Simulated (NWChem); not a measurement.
# C₂H₃AuFN; SMILES C[N+]#[C-]->[Au][F]

Not confirmed as a minimum by frequencies. def2 effective core potentials on Au; no spin-orbit coupling.

Give the equilibrium geometry at PBE0/def2-SVP with def2 effective core potentials on Au (NWChem) as an XYZ file, with the point group.

point group C3v; any orientation.
```
8

Au    -0.1704     0.3681    -0.3861
F     -0.7535     1.6348    -1.7182
C      1.1863    -2.5536     2.6950
N      0.7563    -1.6341     1.7225
C      0.4016    -0.8701     0.9171
H      1.1312    -2.0961     3.6936
H      2.2255    -2.8526     2.4946
H      0.5463    -3.4477     2.6754
```
